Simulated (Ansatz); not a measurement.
(CdS)4 cube (Cd₄S₄). Total charge 0; singlet. Geometry PBE-D4/def2-SVP; atoms count from 1.

```xyz
8

Cd   -0.214    1.892    0.292
Cd   -0.881   -0.971    1.411
Cd    1.875   -0.441   -0.009
Cd   -0.781   -0.481   -1.694
S    -2.424    0.570    0.012
S     1.009    0.621    2.190
S     1.139    1.255   -1.825
S     0.276   -2.446   -0.377
```

In the def2 sets Cd takes a core potential; there is no spin–orbit coupling. Another isomer (singlet) lies 0.87 eV lower at PBE0-D4/def2-TZVP; other spin states weren't run for this one.

Q: Estimate the Mulliken populations from the PBE0/def2-TZVP orbitals of Ansatz.

A: 
| atom | charge (e) | d electrons |
| --- | --- | --- |
| Cd1 | 0.65 | 10.02 |
| Cd2 | 0.65 | 10.02 |
| Cd3 | 0.65 | 10.02 |
| Cd4 | 0.65 | 10.02 |
| S5 | -0.65 | – |
| S6 | -0.65 | – |
| S7 | -0.65 | – |
| S8 | -0.65 | – |
Mulliken values and Mayer orders depend strongly on the basis.

Q: And the Mayer bond orders between bonded heavy atoms (over 0.3)?

A: Cd1–S5 0.63 (2.59 Å); Cd1–S6 0.63 (2.59 Å); Cd1–S7 0.63 (2.59 Å); Cd2–S5 0.63 (2.59 Å); Cd2–S6 0.63 (2.59 Å); Cd2–S8 0.63 (2.59 Å); Cd3–S6 0.63 (2.59 Å); Cd3–S7 0.63 (2.59 Å); Cd3–S8 0.63 (2.59 Å); Cd4–S5 0.63 (2.59 Å); Cd4–S7 0.63 (2.59 Å); Cd4–S8 0.63 (2.59 Å).
